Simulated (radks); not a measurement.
Question: Calculated with a radial shooting solver on a logarithmic mesh with Libxc functionals: scalar-relativistic Kohn-Sham, exchange-only LDA, spin-polarised, spherical densities, finite nucleus; Fermi nuclear charge, rms radius of each element as measured or else 0.836 A^(1/3) + 0.57 fm. Response by self-consistent Sternheimer equations with the Hartree and adiabatic exchange-only LDA kernel, the relativistic mass of each level held fixed and spin-orbit coupling left out. For heavy and open-shell atoms this level of theory can miss by tens of per cent. Rank Sn2+, Xe6+, Ba8+, In+, Sb3+, Cd, Cs7+, Te4+, I5+ (NIST ground configurations) by static dipole polarisability, largest first.

Answer: Cd 48.55, In+ 23.59, Sn2+ 14.66, Sb3+ 10.14, Te4+ 7.465, I5+ 5.725, Xe6+ 4.522, Cs7+ 3.652, Ba8+ 3.002 bohr^3.
